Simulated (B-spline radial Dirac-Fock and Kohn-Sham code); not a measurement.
**Photoemission from Pd⁺ at 13800 eV, detector at θ = 54.7°, φ = 180°**

System: the Pd⁺ ion in the configuration [Kr] 4d9. Method: Dirac-Hartree-Slater photoionisation with a Latter tail; cross sections with all multipoles, angular parameters from the dipole term and its interference with E2. Computed with an atomic code on a B-spline grid. Thresholds are orbital energies of the model. For linearly polarised light dσ/dΩ = σ/(4π) [1 + β P₂(cos θ) + (δ + γ cos²θ) sin θ cos φ], with θ from the polarisation vector and φ the angle between the beam and the projection of the electron momentum on the plane normal to the polarisation. The dipole factor is 1 + βP₂ and the non-dipole term is the rest of the bracket. Open shells are filled statistically over j.

```csv
subshell,threshold (eV),σ (kb),β,γ,δ,dipole factor,non-dipole term,dσ/dΩ (kb/sr)
2s,3592.3,2.70,1.99,0.83,0.000,1.002,-0.225,0.167
2p1/2,3344.9,1.42,1.18,1.74,0.141,1.001,-0.588,0.0465
2p3/2,3182.6,2.37,1.21,1.81,0.137,1.001,-0.606,0.0745
3s,667.1,0.503,1.99,1.08,0.000,1.002,-0.293,0.0284
3p1/2,567.4,0.234,1.11,1.75,0.139,1.001,-0.592,0.00761
3p3/2,538.8,0.395,1.13,1.81,0.137,1.001,-0.604,0.0125
3d3/2,360.2,0.0342,0.54,1.62,0.468,1.000,-0.824,0.000481
3d5/2,354.4,0.0467,0.52,1.60,0.483,1.000,-0.831,0.000631
4s,103.0,0.0943,1.99,1.12,0.000,1.002,-0.305,0.00523
4p1/2,71.59,0.0381,1.09,1.75,0.139,1.001,-0.592,0.00124
4p3/2,66.91,0.0637,1.11,1.80,0.137,1.001,-0.603,0.00202
4d3/2,19.36,0.00322,0.53,1.61,0.468,1.000,-0.820,4.63e-05
4d5/2,18.83,0.00433,0.51,1.59,0.483,1.000,-0.827,5.98e-05
```
